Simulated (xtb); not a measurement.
FLi, charge -1, doublet, from a rough starting geometry (GFN-xTB shapes and energies of metal compounds can be far from the true ones) (a state made from the parent by changing its charge; the spin is typed, not shown lowest); xtb with GFN2-xTB.

Input for xtb:
```
$ xtb mol.xyz --gfn 2 --chrg -1 --uhf 1 --opt vtight --json

# file mol.xyz
2

Li    -0.38650718    -0.33154306    -0.62027647
F      0.41301692     0.37432763     0.59494099
```

The log (banner, timings and long lists left out):

```
   ID    Z sym.   atoms
    1    3 Li     1
    2    9 F      2

           -------------------------------------------------
          |                Calculation Setup                |
           -------------------------------------------------

           -------------------------------------------------
          |                 G F N 2 - x T B                 |
           -------------------------------------------------

          ...................................................
          :                      SETUP                      :
          :.................................................:
          :  # basis functions                   8          :
          :  # atomic orbitals                   8          :
          :  # shells                            4          :
          :  # electrons                         9          :
          :  max. iterations                   250          :
          :  Hamiltonian                  GFN2-xTB          :
          :  restarted?                      false          :
          :  GBSA solvation                  false          :
          :  PC potential                    false          :
          :  electronic temp.          300.0000000     K    :
          :  accuracy                    1.0000000          :
          :  -> integral cutoff          0.2500000E+02      :
          :  -> integral neglect         0.1000000E-07      :
          :  -> SCF convergence          0.1000000E-05 Eh   :
          :  -> wf. convergence          0.1000000E-03 e    :
          :  Broyden damping             0.4000000          :
          :  net charge                         -1          :
          :  unpaired electrons                  1          :
          ...................................................

 iter      E             dE          RMSdq      gap      omega  full diag
   1     -4.8680091 -0.486801E+01  0.199E+01    2.91       0.0  T
   2     -5.1461795 -0.278170E+00  0.128E+01    2.80       1.0  T
   3     -5.1462244 -0.449595E-04  0.741E+00    2.85       1.0  T
   4     -5.1462523 -0.278626E-04  0.222E-01    2.91       1.0  T
   5     -5.1462539 -0.157276E-05  0.626E-02    2.91       1.1  T
   6     -5.1462542 -0.368301E-06  0.160E-02    2.91       4.4  T
   7     -5.1462543 -0.320333E-07  0.417E-03    2.91      16.9  T
   8     -5.1462543 -0.458640E-08  0.115E-03    2.91      61.3  T
   9     -5.1462543 -0.490203E-10  0.368E-05    2.91    1922.3  T
[...]
         :: total energy              -5.136629746662 Eh    ::
 * total energy  :    -5.1366297 Eh     change       -0.5329071E-14 Eh
 * total energy  :    -5.1386919 Eh     change       -0.2062109E-02 Eh
 * total energy  :    -5.1412029 Eh     change       -0.2511031E-02 Eh
 * total energy  :    -5.1416342 Eh     change       -0.4313006E-03 Eh
 * total energy  :    -5.1417056 Eh     change       -0.7143066E-04 Eh
 * total energy  :    -5.1417083 Eh     change       -0.2714781E-05 Eh
 * total energy  :    -5.1417087 Eh     change       -0.4051877E-06 Eh
 * total energy  :    -5.1417087 Eh     change       -0.1585665E-09 Eh
   *** GEOMETRY OPTIMIZATION CONVERGED AFTER 8 ITERATIONS ***
         :: total energy              -5.141708737934 Eh    ::
[...]
         2        2.0000           -0.1127790              -3.0689
         3        2.0000           -0.1127790              -3.0689
         4        2.0000           -0.1120580              -3.0493
         5        1.0000            0.0629207               1.7122 (HOMO)
         6                          0.1663014               4.5253 (LUMO)
         7                          0.1663014               4.5253
         8                          0.4496813              12.2365
      -------------------------------------------------------------
                  HL-Gap            0.1033807 Eh            2.8131 eV
             Fermi-level            0.0450212 Eh            1.2251 eV

     #   Z          covCN         q      C6AA      α(0)
     1   3 Li       0.600    -0.274   145.309    43.548
     2   9 F        0.600    -0.726    18.459     5.068

 Mol. C6AA /au·bohr⁶  :        221.170093
 Mol. C8AA /au·bohr⁸  :      13365.344989
 Mol. α(0) /au        :         48.615333

Wiberg/Mayer (AO) data.
largest (>0.10) Wiberg bond orders for each atom

 ---------------------------------------------------------------------------
     #   Z sym  total        # sym  WBO       # sym  WBO       # sym  WBO
 ---------------------------------------------------------------------------
     1   3 Li   0.516 --     2 F    0.516
     2   9 F    0.516 --     1 Li   0.516
 ---------------------------------------------------------------------------

Topologies differ in total number of bonds
Writing topology from bond orders to xtbtopo.mol

molecular dipole:
                 x           y           z       tot (Debye)
 q only:       -0.419      -0.388      -0.575
   full:        0.035       0.013       0.116       0.310
molecular quadrupole (traceless):
                xx          xy          yy          xz          yz          zz
 q only:        0.393      -1.042       0.630      -1.736      -1.548      -1.024
  q+dip:        0.871      -2.104       1.398      -3.627      -3.199      -2.269
   full:        1.225      -2.965       1.967      -5.110      -4.508      -3.193

optimized geometry written to: xtbopt.xyz

           -------------------------------------------------
          | TOTAL ENERGY               -5.141708737934 Eh   |
          | GRADIENT NORM               0.000000029480 Eh/α |
          | HOMO-LUMO GAP               2.813131451372 eV   |
           -------------------------------------------------

normal termination of xtb
```
